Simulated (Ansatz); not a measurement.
CH6BNSi can be A, `B[SiH2]N=C`, or B, `[SiH3]B1CN1`.

Gas-phase electronic energies from Ansatz, PBE0-D4/def2-TZVP geometries. CCSD(T)/CBS adds triple-zeta CCSD(T) − MP2 to the extrapolated MP2 energy (def2 sets, frozen cores). Functionals use def2-TZVPP. B3LYP here is the variant with VWN-RPA as its local correlation; programs differ in this. One conformer a species, not always the lowest.

Which isomer does CCSD(T)/CBS put lower? Give the gap. (An estimate is asked.)

Ansatz gave: B, by 53.2 kJ/mol.

Give E(B) − E(A) in kJ/mol with B2PLYP, CCSD(T)/def2-SVP, PBE0-D4, B3LYP, CCSD/def2-TZVPP, r2SCAN-D4, LDA (SPW92). (Estimate.)

The calculation gave: B2PLYP -50.8, CCSD(T)/def2-SVP -74.0, PBE0-D4 -75.6, B3LYP -50.6, CCSD/def2-TZVPP -47.2, r2SCAN-D4 -66.4, LDA (SPW92) -109.3. None reverses the order clearly.

Does the order hold for the free energy at 298.15 K (harmonic terms from PBE0-D4)? (Estimate.)

Ansatz gave: Yes: G(B) − G(A) = -43.6 kJ/mol, for one conformer each.

Largest T1 diagnostic: 0.014.

Leaving LDA and LC-ωPBE aside and taking each functional with its dispersion term where it has one, the values, not all of them listed here, spread over 32.4 kJ/mol, from PBE-D4 to BHLYP-D4. LDA lies −32.4 kJ/mol from PBE without D4. In def2-TZVPP, CCSD(T) changes the Hartree–Fock value by −38.4 kJ/mol (the triples alone add −3.3 kJ/mol) and MP2 by −49.1 kJ/mol.
